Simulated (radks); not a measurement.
Cu II, 28 electrons, occupied as [Ar] 3d10.

Method: scalar-relativistic Kohn-Sham, r2SCAN, spin-unpolarised, spherical densities, finite nucleus; meta-GGA in the generalised Kohn-Sham scheme; Fermi nuclear charge, rms radius 3.8823 fm; computed with a radial shooting solver on a logarithmic mesh with Libxc functionals.

Energy parts (eV):
| part | energy |
|---|---|
| total | -45029.623 |
| kinetic | 45700.650 |
| electron-nucleus | -108200.423 |
| Hartree | 19311.205 |
| exchange-correlation | -1841.054 |

Orbitals (lengths in bohr, moments of r in powers of bohr; r(90%) holds 90 % of the orbital's charge):
orbital  occ.  eigenvalue (eV)  r(90%)  <1/r>
1s          2        -8887.018  0.0931  29.15
2s          2        -1081.019   0.363  6.345
2p          6        -932.3389   0.337  6.211
3s          2        -127.0480    1.07  1.993
3p          6         -82.9795    1.16  1.835
3d         10         -13.6313    1.81  1.385

The highest occupied level is 3d at -13.631 eV. For comparison, the ionisation energy in NIST's Atomic Spectra Database is 20.292 eV (measured). In exact Kohn-Sham theory the highest level is minus the ionisation energy, but local and semilocal functionals leave it too shallow, through self-interaction and a potential that decays too fast; potentials with the right tail come closer.
